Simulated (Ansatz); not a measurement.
CH₃BFO (`CB([O])F`) radical. The species carries charge 0 and has multiplicity 2. The geometry is a stationary point of PBE0-D4/def2-TZVP.

```xyz
7

C    -0.255    0.576   -0.306
B     0.324   -0.712    0.383
O     1.543   -0.618    0.924
F    -0.354   -1.855    0.434
H     0.411    1.437   -0.267
H    -0.469    0.339   -1.352
H    -1.199    0.833    0.184
```

(1) What is the dipole moment at ωB97M-V/def2-TZVPP? (Estimate.)

(2) And with PBE, r2SCAN, B3LYP? (Estimate.)

(3) Give the Mulliken charges with ωB97M-V, r2SCAN, B3LYP in def2-TZVPP. (Best estimate.)

## Answers

(1) Ansatz gave: 1.70 D, with components (-0.84, 1.24, -0.80) D in this frame, pointing from negative to positive charge.

(2) Computed: PBE 2.10 D, r2SCAN 1.90 D, B3LYP 1.87 D.

(3) Computed: 
| atom | ωB97M-V | r2SCAN | B3LYP |
| --- | --- | --- | --- |
| C1 | -0.36 | -0.26 | -0.33 |
| B2 | 0.40 | 0.44 | 0.40 |
| O3 | -0.15 | -0.17 | -0.16 |
| F4 | -0.26 | -0.27 | -0.26 |
| H5 | 0.12 | 0.08 | 0.12 |
| H6 | 0.13 | 0.09 | 0.11 |
| H7 | 0.13 | 0.09 | 0.11 |

B3LYP here is the variant with VWN-RPA as its local correlation; programs differ in this.
